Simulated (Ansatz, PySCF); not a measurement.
Constitutional and geometric isomers with formula C2H2BN. Gas-phase values, no solvent. Strings in code marks are SMILES.

Quantity: electronic energy of isomers of C2H2BN relative to `C#CB=N`, in kJ/mol. The restricted reference of `C=BC#N` is unstable towards unrestricted orbitals.

Level 1: frozen-core MP2/cc-pVTZ // B3LYP-D3(BJ)/def2-TZVP (Ansatz, a program for electronic structure)
Level 2: B3LYP/3-21G // B3LYP-D3(BJ)/def2-TZVP (PySCF)
Level 3: B3LYP/6-31G* // B3LYP-D3(BJ)/def2-TZVP (PySCF)
Level 4: HF/cc-pVTZ // B3LYP-D3(BJ)/def2-TZVP (Ansatz)

```tsv
species	level 1	level 2	level 3	level 4
`B=CC#N`	120.8	___	92.6	84.0
`C=BC#N`	80.7	___	53.3	57.9
`B=C=C=N`	142.7	133.6	105.9	149.5
`B=NC#C`	73.8	___	___	64.9
```

Complete the blanks.


- `B=CC#N`, level 2: 135.3
- `C=BC#N`, level 2: 75.3
- `B=NC#C`, level 2: 59.2
- `B=NC#C`, level 3: 44.7
